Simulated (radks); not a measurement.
Isoelectronic series with 13 electrons, each ion in its NIST ground configuration. Method: scalar-relativistic Kohn-Sham, PBE, spin-unpolarised, spherical densities, finite nucleus; Fermi nuclear charge, rms radius of each element as measured or else 0.836 A^(1/3) + 0.57 fm; computed with a radial shooting solver on a logarithmic mesh with Libxc functionals. Total energies (hartree) and mean radii <r> (bohr):

ion    configuration  E (hartree)      3p      3s      2p
Fe13+   [Ne] 3s2 3p1  -1197.64162  0.6877  0.6920  0.2325
Co14+   [Ne] 3s2 3p1  -1302.39645  0.6506  0.6569  0.2220
Ni15+   [Ne] 3s2 3p1  -1411.68802  0.6174  0.6251  0.2124
Cu16+   [Ne] 3s2 3p1  -1525.53237  0.5874  0.5963  0.2035
Zn17+   [Ne] 3s2 3p1  -1643.94744  0.5602  0.5700  0.1954
Ga18+   [Ne] 3s2 3p1  -1766.95111  0.5355  0.5459  0.1879
Ge19+   [Ne] 3s2 3p1  -1894.56240  0.5128  0.5237  0.1809
As20+   [Ne] 3s2 3p1  -2026.80155  0.4920  0.5033  0.1744
Se21+   [Ne] 3s2 3p1  -2163.68877  0.4727  0.4843  0.1684
Br22+   [Ne] 3s2 3p1  -2305.24588  0.4550  0.4667  0.1627
Kr23+   [Ne] 3s2 3p1  -2451.49507  0.4385  0.4503  0.1574
Rb24+   [Ne] 3s2 3p1  -2602.45976  0.4231  0.4349  0.1524
Sr25+   [Ne] 3s2 3p1  -2758.16391  0.4088  0.4206  0.1478
Zr27+   [Ne] 3s2 3p1  -3083.89189  0.3828  0.3944  0.1392
Nb28+   [Ne] 3s2 3p1  -3253.96801  0.3710  0.3825  0.1353
Mo29+   [Ne] 3s2 3p1  -3428.88866  0.3599  0.3712  0.1315
Tc30+   [Ne] 3s2 3p1  -3608.68560  0.3494  0.3606  0.1280
Ru31+   [Ne] 3s2 3p1  -3793.38488  0.3395  0.3505  0.1247
